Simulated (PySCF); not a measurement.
Start geometry of `C[SiH2]C=O` from GFN2-xTB (Å):
```
atom  x, y, z in Å
C1     1.448   -0.328    0.032
Si2   -0.156    0.733    0.015
C3    -1.696   -0.432   -0.071
O4    -1.584   -1.629   -0.108
H5     2.313    0.315    0.063
H6     1.495   -0.911   -0.870
H7     1.458   -0.976    0.883
H8    -0.298    1.538    1.234
H9    -0.250    1.613   -1.140
H10   -2.680    0.057   -0.058
```

Question: What comes out of this run: PySCF 2.14.0, PBE0-D3(BJ)/def2-SVP geometry optimisation, gas phase?

Answer: 
```
atom  x, y, z in Å
C1     1.2081   -0.3815   -0.0369
Si2   -0.3110    0.7014    0.0745
C3    -1.8622   -0.4517    0.0535
O4    -1.7469   -1.6520   -0.0031
H5     2.1340    0.2124   -0.0265
H6     1.1798   -0.9735   -0.9640
H7     1.2310   -1.0847    0.8090
H8    -0.3609    1.5062    1.3366
H9    -0.4325    1.6543   -1.0743
H10   -2.8909    0.0089    0.0961
```

The energy falls by 10.8 kJ/mol over 6 energy and gradient evaluations, the largest force component goes from 0.0263 to 1.2e-04 Eh/bohr, and the atoms move by 0.054 Å rms after alignment. The bond that changes most is C1–Si2 (Si-methyl carbon to SiH2 silicon), which shortens by 0.055 Å. Bonds longer at the end by more than 0.005 Å: 6 of 9; shorter: 1. Among the angles that change most is Si2–C3–H10, from 116.4° to 119.2°. Rotational constants go from 9798, 3946, 2958 to 9843, 4053, 3027 MHz. The orientation of the end geometry is arbitrary; only internal coordinates are fixed.

The run used 90 basis functions and 40 SCF cycles in all. On an Arm Neoverse V1 with one thread, shared host, this took 14 s wall and 0.37 GiB of memory at its peak.

Whether it is a minimum is left open (no frequencies). One conformer, not necessarily the lowest.
